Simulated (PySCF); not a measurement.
SMILES COCC[O], doublet, CAM-B3LYP/def2-SVP optimised geometry.

```
12

C     -0.32     1.35    -2.90
O      0.28     0.18    -2.43
C     -0.28    -0.35    -1.26
C      0.27     0.33     0.00
O     -0.24    -0.15     1.16
H     -1.40     1.20    -3.12
H     -0.24     2.19    -2.19
H      0.18     1.64    -3.83
H     -0.01    -1.41    -1.23
H     -1.38    -0.28    -1.26
H      1.38     0.33     0.00
H      0.01     1.41     0.00
```

Density from unrestricted CAM-B3LYP/def2-TZVP in PySCF 2.14.0 at that geometry.

Minimum of the electron density along straight lines between bonded atoms, close to the bond critical point (lines longer than 1.1 times the sum of covalent radii, or with two minima, are not listed):

| bond | length / Å | ρ at the minimum / e bohr⁻³ | ∇²ρ there / e bohr⁻⁵ | position (fraction from the first atom) |
|---|---|---|---|---|
| C1–O2 | 1.398 | 0.271 | -0.62 | 0.35 |
| O2–C3 | 1.399 | 0.272 | -0.63 | 0.65 |
| C3–C4 | 1.531 | 0.256 | -0.67 | 0.50 |
| C4–O5 | 1.352 | 0.306 | -0.64 | 0.35 |
| C1–H6 | 1.107 | 0.275 | -0.95 | 0.65 |
| C1–H7 | 1.107 | 0.275 | -0.94 | 0.64 |
| C1–H8 | 1.098 | 0.282 | -1.00 | 0.65 |
| C3–H9 | 1.101 | 0.282 | -1.00 | 0.65 |
| C3–H10 | 1.107 | 0.277 | -0.96 | 0.65 |
| C4–H11 | 1.113 | 0.271 | -0.93 | 0.65 |
| C4–H12 | 1.117 | 0.261 | -0.87 | 0.65 |
